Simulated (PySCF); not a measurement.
SMILES FC(F)(F)C[Si](Cl)(Cl)Cl at its GFN2-xTB optimised geometry (Å):

```
11

F      0.6002    -0.3223     2.3552
C      0.9551     0.2101     1.1767
F      2.2970     0.1510     1.1298
F      0.6418     1.5127     1.2391
C      0.3268    -0.4901     0.0000
Si    -1.6005    -0.4901     0.0000
Cl    -2.2970     1.3915     0.0000
Cl    -2.1065    -1.4264    -1.7140
Cl    -2.2838    -1.5208     1.5802
H      0.7073    -1.5127     0.0026
H      0.7088    -0.0013    -0.8977
```

Method: PySCF with CAM-B3LYP/def2-TZVP. Cells within 0.4 Å of a nucleus heavier than hydrogen are left out (blank, or x).

Map of the electrostatic potential (hartree/e), clipped to [-0.08, 0.12] on the plane z = 0.0 Å:

```
|000000000000000000000000000|
|000000000000000000000000000|
|000111110000000000000000000|
|001111111000000000000000000|
|011122221100000000000000000|
|011235653100000000000000000|
|011379999410000000000000000|
|012699999931000000000000000|
|012999x99962111111110000000|
|002999xx9994333443210000000|
|002899x99996556776421000000|
|011599999999999999631000000|
|112499999999999999742000000|
|112499999999999999742000000|
|11359999xx999xxx99731000000|
|11359999xx999xx999631000000|
|112499999999999999531100000|
|112369999999999999532110000|
|011247999999899999532111000|
|001123589987679998432111100|
|000112334544456875322111110|
|000001122233334443322111110|
|000000111122223332221111111|
|000000011112222222211111111|
|000000011111112222111111111|
|000000011111111111111111111|
|000000011111111111111111111|
```
Scale: ten equal steps from -0.010 (start of '0') to 0.120 (end of '9'), in the order '0123456789'; x runs from -4.50 to 4.50, y from -4.50 (bottom) to 4.50 (top).
